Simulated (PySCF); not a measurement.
**Computed properties of PbFCl, SMILES [F][Pb][Cl]**

PbFCl, SMILES [F][Pb][Cl] (connectivity only; charge and spin as stated), neutral, multiplicity 1. Coordinates come from a r2SCAN-D4/def2-TZVP optimisation. The def2 effective core potentials stand for the cores of Pb; spin–orbit coupling is left out. The values are those of a single conformer. All values are computed for the isolated molecule unless a solvent is named; none is compared with measurement here.

**Structure.** The optimised structure has Cs symmetry. All 3 harmonic modes at r2SCAN-D4/def2-TZVP (PySCF) are real, so it is a minimum. With heavy atoms numbered as in [Pb:1]([F:2])[Cl:3], the shortest bond between them is Pb1–F2 at 2.044 Å and the longest Pb1–Cl3 at 2.459 Å.

**Vibrations.** The strongest infrared lines (harmonic, unscaled, degenerate partners summed) lie at 533 cm⁻¹ (96 km/mol, F 91 %, Pb 9 %), 317 cm⁻¹ (65 km/mol, Cl 84 %, Pb 16 %), 132 cm⁻¹ (5 km/mol, F 66 %, Cl 26 %). The softest mode is at 132 cm⁻¹ and the zero-point energy is 1.4 kcal/mol.

**Electronic structure.** B3LYP/def2-TZVPD (PySCF) places the frontier levels at -8.31 and -3.33 eV, a gap of 4.98 eV, and gives a dipole moment of 4.79 D and a mean polarisability of 55.7 bohr³.

**Excitations.** TDA-PBE0/def2-SVPD (PySCF) has S1 at 4.27 eV (291 nm, f = 0.010, weak); the most intense of the 10 singlets computed lies at 6.62 eV (f = 0.05). T1 (TDA) is at 3.71 eV, 0.56 eV under S1. No vertical singlet excitation falls in the visible range (under 3.1 eV).
